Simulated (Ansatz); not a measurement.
Z-matrix (Å, degrees):
```
Si
F 1 1.6007
H 1 1.4805 2 108.39
H 1 1.4805 3 110.54 2 -118.65
H 1 1.4805 3 110.53 4 -122.70
```
Charge 0, multiplicity 1.

Method: frozen-core CCSD(T)/def2-TZVPP // r2SCAN-D4/def2-TZVP (Ansatz, a quantum-chemistry and plane-wave program).

* **HF energy**: -390.23212 Ha
* **MP2 correlation energy**: -0.38259 Ha

**Question.** Estimate the CCSD correlation energy, the (T) correction, the total energy and the T1 diagnostic.

**Answer.** 
| Quantity | Result |
|---|---|
| CCSD correlation energy | -0.40453 Ha |
| (T) correction | -0.01032 Ha |
| CCSD(T) total energy | -390.64697 Ha |
| T1 diagnostic | 0.011 |
